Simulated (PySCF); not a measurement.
**Which element holds O most strongly?**

r²SCAN in PySCF with def2-TZVPP on every atom (core potentials on Sn), for the lowest determinant that a PBE0 search found; no spin–orbit coupling. D0 is De less the harmonic zero-point energy.

```
 M  state (unpaired electrons)  Re (Å)  ωe (cm⁻¹)  D0(MO) (eV)
Sn      singlet (closed shell)   1.828        850         5.60
 P               doublet (π ↑)   1.482       1252         6.07
Si      singlet (closed shell)   1.515       1248         8.05
Al               doublet (σ ↑)   1.619        989         5.38
As               doublet (π ↑)   1.624       1005         4.93
Cu               doublet (π ↑)   1.717        658         3.04
Ge      singlet (closed shell)   1.629       1006         6.84
```

Task: Order the elements by D0 and give the energy of SiO + Sn → SnO + Si.

Result: Si > Ge > P > Sn > Al > As > Cu; ΔE = 8.05 − 5.60 = +2.45 eV at r²SCAN/def2-TZVPP. Close neighbours can swap at other levels.

These are scalar-relativistic numbers at best; spin–orbit coupling would shift them, the dissociation energy most. States were picked by a PBE0 search and need not be the measured ground states.
